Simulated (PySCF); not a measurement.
Structure and vertical S1–T1 gap

Computed with TDA CAM-B3LYP/def2-SVPD excited states, vertical, gas phase (PySCF). Geometry: PBE0-D3(BJ)/def2-SVP.

Each molecule in one low-energy conformer.

(1) How does the vertical S1–T1 gap change along this series?
- [SiH3]/C1=C/CC/C=C\CC1 (H replaced by SiH3)
- C/C1=C/CC/C=C\CC1 (H replaced by CH3)
- O=C/C1=C/CC/C=C\CC1 (H replaced by CHO)

Results:

(1) 
```
              molecule  S1 (eV)      S1 from  f(S1)  T1 (eV)      T1 from  S1 − T1 (eV)  S0–T1 spin-orbit coupling (cm⁻¹)  S1–T1 spin-orbit coupling (cm⁻¹)
[SiH3]/C1=C/CC/C=C\CC1     6.55    HOMO→LUMO  0.003     4.08  HOMO−1→LUMO          2.47                              0.30                              2.71
     C/C1=C/CC/C=C\CC1     6.28    HOMO→LUMO  0.001     4.06    HOMO→LUMO          2.21                              0.40                              0.49
   O=C/C1=C/CC/C=C\CC1     4.09  HOMO−2→LUMO  0.000     3.52  HOMO−1→LUMO          0.57                             33.11                             12.99
```
The vertical S1–T1 gap is lowest for O=C/C1=C/CC/C=C\CC1 and highest for [SiH3]/C1=C/CC/C=C\CC1.
